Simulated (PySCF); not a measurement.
This PySCF input asks for the NMR shieldings of `InChI=1S/C7H12B2O/c1-4-5-7(6(2)3)9-10-8/h7,9H,2,8H2,1,3H3/t7-/m0/s1`; the geometry comes from GFN2-xTB.

```python
import basis_set_exchange as bse
import numpy as np
from pyscf import gto, dft
from pyscf.prop import nmr

atoms = """
B     2.916097    0.087382   -0.950672
O     2.183640   -0.582075   -0.114809
B     1.364945   -1.149537    0.710297
C    -0.056462   -0.449278    1.075774
C    -0.142358    0.898440    0.542199
C    -0.169049    1.996139    0.060726
C    -0.227283    3.332574   -0.495830
C    -1.177957   -1.317598    0.547448
C    -1.925936   -2.059394    1.348288
C    -1.356655   -1.301951   -0.939794
H     2.796888   -0.106801   -2.108528
H     3.710307    0.856186   -0.539084
H     1.631677   -2.194297    1.190234
H    -0.148259   -0.394690    2.166993
H     0.769585    3.652919   -0.800057
H    -0.614450    4.034085    0.243706
H    -0.881966    3.346307   -1.367710
H    -1.793035   -2.064836    2.417036
H    -2.706045   -2.695632    0.964750
H    -2.139371   -1.991542   -1.246438
H    -0.424746   -1.578720   -1.432762
H    -1.619977   -0.298296   -1.272618
"""
names = dict.fromkeys(["B", "O", "C", "H"], "pcSseg-1")
basis = {el: gto.basis.parse(bse.get_basis(n, elements=[el], fmt="nwchem")) for el, n in names.items()}
mol = gto.M(atom=atoms, basis=basis, charge=0, verbose=0)
mf = dft.RKS(mol, xc="PBE0")
mf.grids.level = 2
mf.grids.alignment = dft.numint.BLKSIZE   # the property module wants whole blocks of grid points
mf.conv_tol = 1e-9
mf.kernel()

calc = nmr.RKS(mf)   # GIAO
C = mf.mo_coeff
Co = C[:, mf.mo_occ > 0]
resp = mf.gen_response(singlet=True, hermi=2)
def vind(x):   # induced exchange potential for any number of trial vectors
    d = np.einsum("pi,xij,qj->xpq", C, 2 * x.reshape(-1, C.shape[1], Co.shape[1]), Co, optimize=True)
    return np.einsum("xpq,pi,qj->xij", resp(d - d.transpose(0, 2, 1)), C, Co, optimize=True).ravel()
mo1, _ = nmr.rhf.solve_mo1(calc, with_cphf=vind)
sigma = calc.kernel(mo1)
for i, s in enumerate(sigma):   # ppm
    print("%2d %-2s %9.2f" % (i, mol.atom_pure_symbol(i), np.trace(s) / 3))
```

Task: What are the results?

Result: 
```
 0 B      60.73
 1 O      15.67
 2 B      61.15
 3 C     145.37
 4 C     102.46
 5 C      99.36
 6 C     182.06
 7 C      36.53
 8 C      68.97
 9 C     161.18
10 H      26.29
11 H      26.23
12 H      26.45
13 H      28.51
14 H      29.62
15 H      29.65
16 H      29.67
17 H      26.57
18 H      26.53
19 H      29.96
20 H      30.42
21 H      29.11
```

These numbers come from an equivalent density-fitted implementation of the same equations, which agrees with the script to about 0.01 ppm for H and up to a few tenths of a ppm for heavy atoms, so last digits may differ.

Size and cost of the density-fitted run: 230 basis functions, 48 s wall time on 1 thread of an Arm Neoverse V2, shared host; peak memory 1.1 GiB.
